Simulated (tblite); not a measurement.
Compound: C₄H₉GeNS.
SMILES with atom numbers: `[CH2:1]=[CH:2]/[CH:3]=[CH:4]/[Ge@H:5]([NH2:6])[SH:7]` (hydrogens: H8, H9 on C1; H10 on C2; H11 on C3; H12 on C4; H13 on Ge5; H14, H15 on N6; H16 on S7)

Computed with GFN2-xTB (tblite), gas phase: L-BFGS steps from a force-field or distance-geometry start until the largest atomic force falls under 0.01 eV/Å.

Step 40: E = -577.1410 eV
```
atom  x, y, z in Å  |  force x, y, z in eV/Å
C1      3.2122    0.5491   -0.2217    0.025  -0.004   0.007
C2      2.2837   -0.2476    0.2986   -0.003   0.037   0.022
C3      0.8663   -0.0376    0.1076    0.017  -0.014  -0.009
C4     -0.0901   -0.7463    0.7115    0.028  -0.006  -0.025
Ge5    -1.9996   -0.3935    0.4500    0.082   0.026   0.052
N6     -2.2982   -0.3139   -1.3481    0.012   0.015  -0.048
S7     -2.6127    1.6118    1.1708    0.018   0.019  -0.011
H8      4.2612    0.3866   -0.0468    0.031  -0.008  -0.016
H9      2.9568    1.4009   -0.8315   -0.024  -0.028   0.004
H10     2.5738   -1.0892    0.9166   -0.046   0.026  -0.010
H11     0.6005    0.7632   -0.5754   -0.035  -0.038   0.030
H12     0.1918   -1.5328    1.4003   -0.023   0.033  -0.016
H13    -2.8432   -1.4070    1.2157   -0.032  -0.016   0.018
H14    -2.0227   -1.1257   -1.8794    0.007  -0.014  -0.027
H15    -3.2234   -0.0341   -1.6425   -0.019  -0.001  -0.007
H16    -1.8640    2.2250    0.2628   -0.036  -0.026   0.036
```

Step 41: E = -577.1418 eV
```
atom  x, y, z in Å  |  force x, y, z in eV/Å
C1      3.2116    0.5465   -0.2242    0.031   0.010   0.006
C2      2.2839   -0.2503    0.2970    0.020   0.037   0.020
C3      0.8670   -0.0424    0.1061    0.017  -0.001  -0.014
C4     -0.0887   -0.7447    0.7173    0.015  -0.020  -0.028
Ge5    -1.9959   -0.3943    0.4534    0.019   0.045   0.017
N6     -2.2907   -0.3067   -1.3474    0.019   0.016  -0.015
S7     -2.6158    1.6087    1.1782    0.021   0.008  -0.016
H8      4.2612    0.3885   -0.0503    0.036  -0.026  -0.006
H9      2.9558    1.3983   -0.8330   -0.039  -0.017  -0.012
H10     2.5744   -1.0902    0.9157   -0.035   0.006   0.005
H11     0.5998    0.7520   -0.5825   -0.040  -0.016   0.015
H12     0.1906   -1.5261    1.4113   -0.003   0.012   0.008
H13    -2.8444   -1.4097    1.2129   -0.020  -0.013   0.012
H14    -2.0161   -1.1180   -1.8798    0.011  -0.019  -0.028
H15    -3.2152   -0.0259   -1.6432   -0.020   0.001   0.000
H16    -1.8851    2.2234    0.2570   -0.033  -0.021   0.036
```

**Question.** Estimate the geometry and energy of step 42. (The exact step hangs on the optimiser's Hessian estimate; all steps are aligned on step 41, rigid shifts and turns removed.)

**Answer.** E = -577.1423 eV, largest force 0.049 eV/Å
```
atom  x, y, z in Å  |  force x, y, z in eV/Å
C1      3.2115    0.5448   -0.2261    0.029   0.015   0.005
C2      2.2845   -0.2519    0.2960    0.030   0.028   0.015
C3      0.8678   -0.0468    0.1045    0.015   0.010  -0.012
C4     -0.0872   -0.7441    0.7215    0.005  -0.025  -0.024
Ge5    -1.9930   -0.3940    0.4566   -0.027   0.037  -0.018
N6     -2.2841   -0.3003   -1.3470    0.020   0.012   0.009
S7     -2.6184    1.6065    1.1840    0.014  -0.001  -0.007
H8      4.2615    0.3890   -0.0527    0.035  -0.028  -0.003
H9      2.9535    1.3957   -0.8347   -0.036  -0.007  -0.020
H10     2.5749   -1.0911    0.9146   -0.025  -0.008   0.020
H11     0.5985    0.7424   -0.5883   -0.039   0.001  -0.001
H12     0.1901   -1.5200    1.4212    0.011  -0.006   0.022
H13    -2.8453   -1.4133    1.2102   -0.004   0.000   0.004
H14    -2.0101   -1.1117   -1.8800    0.009  -0.012  -0.022
H15    -3.2084   -0.0186   -1.6434   -0.012  -0.003   0.005
H16    -1.9036    2.2225    0.2523   -0.024  -0.012   0.027
```

The energy changes by -0.0005 eV. The first-order estimate −F·Δx gives -0.0007 eV and the mean of the old and new forces, exact on a quadratic surface, -0.0005 eV. The step makes an angle of 81° with the force vector and moves no atom by more than 0.019 Å.

What follows is the cost of the whole relaxation. On one thread of an Arm Neoverse N1, shared host with 64 logical CPUs at a one-minute load of 60, this took 1.5 s of wall time.
